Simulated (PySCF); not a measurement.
# Exercise with solution: oscillator strength and radiative lifetime

ClH₂InO, SMILES [OH][InH][Cl].

Coordinates come from a B3LYP-D3(BJ)/def2-TZVP optimisation. The def2 effective core potentials stand for the cores of In; spin–orbit coupling is left out. The values are those of a single conformer.

TDA-PBE0/def2-SVPD in PySCF 2.14.0 puts the first singlet state with f over 0.02 at 5.81 eV (vertical), with the transition dipole (-0.504, 0.029, 0.000) in atomic units.

**Question.** Find the oscillator strength, the wavelength and the radiative lifetime that this transition would have in vacuum if emission retraced absorption.

**Answer.** 
|μ|² = 0.2549 au, so |μ| = 1.28 D. ΔE = 5.81/27.211 = 0.2135 hartree. f = (2/3) ΔE |μ|² = 0.036 (the program prints 0.036).
λ = 1239.84/5.81 = 213 nm; ν = 46861 cm⁻¹.
Einstein's coefficient A = 0.6670 ν² f s⁻¹ (ν in cm⁻¹) = 5.3e7 s⁻¹, so τ = 1/A = 19 ns. This state is S3; the lower singlets have f = 0.005, 0.003. The figure is the radiative limit of this one transition; relaxation, internal conversion, crossing to triplets and a medium change what is measured.
